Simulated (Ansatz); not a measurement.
`[OH][Mo]([OH])([F])([F])([F])[Cl]`, charge 0, multiplicity 1.

(1) Give a relaxed structure at PBE0-D4/def2-TZVP (the Gaussian-basis code of Ansatz). (An estimate is asked.)

## Answers

(1) Ansatz gave: 
```xyz
9

O    -0.8871   -0.8417    1.0632
Mo    0.0200    0.2695   -0.0987
O     0.3919   -1.0792   -1.2814
F    -0.0602    1.4554    1.3275
F     0.7965    1.6794   -0.9928
F     1.7244   -0.1335    0.5455
Cl   -1.8972    0.8550   -1.1638
H    -1.2533   -0.5517    1.9061
H     1.1652   -1.6531   -1.3056
```
This is one stationary point; other conformers may exist.
